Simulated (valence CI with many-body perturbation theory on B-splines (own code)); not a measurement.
## Tb⁶⁰⁺: key properties

Calculated by relativistic CI+MBPT: three valence electrons over a frozen Dirac-Fock core [He], radial functions for each j: 9 s, 9 p, 8 d, 6 f, 3 g, 1 h, with the one-electron correlation potential Σ1 (screened to all orders), the two-electron term Σ2, the three-electron term Σ3, Breit, model QED; selected single and double excitations, second order for the rest, scaled by the run's own slope (own B-spline code, finite nucleus).

No measured spectrum was set against this ion. As an estimate, large intervals hold to a few tenths of a per cent, small ones and those within an open d or f shell to about a per cent.

Levels are named by their leading jj configuration (3d3/2^4 stands for four electrons in 3d with j = 3/2), which in mixed levels can hold well under half, so a name can repeat and another be missing.

Rates and lifetimes use the calculated energies. Strong lines usually hold to 10 to 20 %, long lifetimes can be off by a factor of two.

Problem. What is the ground level?

Solution. (2s^2 2p1/2) J=1/2, composition 100 % 2s2 2p 2P°, g = 0.628.

Problem. What are the static dipole polarisabilities of the lowest levels?

Solution. (2s^2 2p1/2) J=1/2 0.000287 bohr³, of which the core gives 4.01e-07.

Problem. What is the ionisation energy?

Solution. 13997 eV; NIST lists 14003 ± 10 eV (theoretical).

Problem. Name the longest-lived excited levels whose lifetime is computed, and their main decay.

Solution. (2s 2p1/2 2p3/2) J=5/2 at 1004.2 eV lives 156 ps, mostly by E1 to (2s^2 2p3/2) J=3/2; (2s^2 2p3/2) J=3/2 at 814.2 eV lives 103 ps, mostly by E1 to (2s 2p1/2^2) J=1/2; (2s 2p1/2^2) J=1/2 at 218.3 eV lives 58.7 ps, mostly by E1 to (2s^2 2p1/2) J=1/2.

Problem. Where does the other parity begin?

Solution. At (2s 2p1/2^2) J=1/2, 218.3 eV.

Problem. How well does LS coupling describe the low levels?

Solution. Among the lowest 20 levels the leading LS term, summed over configurations, holds 76 % on average. For single configurations the figures are 76 % in LS and 99 % in jj coupling. Terms mix most in the J = 3/2 level at 1295.9 eV, where the leading one holds 48 %.

Problem. Among levels below 8701.7 eV, which E1 lines absorb most strongly from the ground level?

Solution. to (2s^2 3d3/2) J=3/2 at 0.1504 nm, f = 0.563; to (2s 2p1/2 3p1/2) J=3/2 at 0.1529 nm, f = 0.212; to (2s 2p1/2 3p3/2) J=3/2 at 0.1482 nm, f = 0.164.
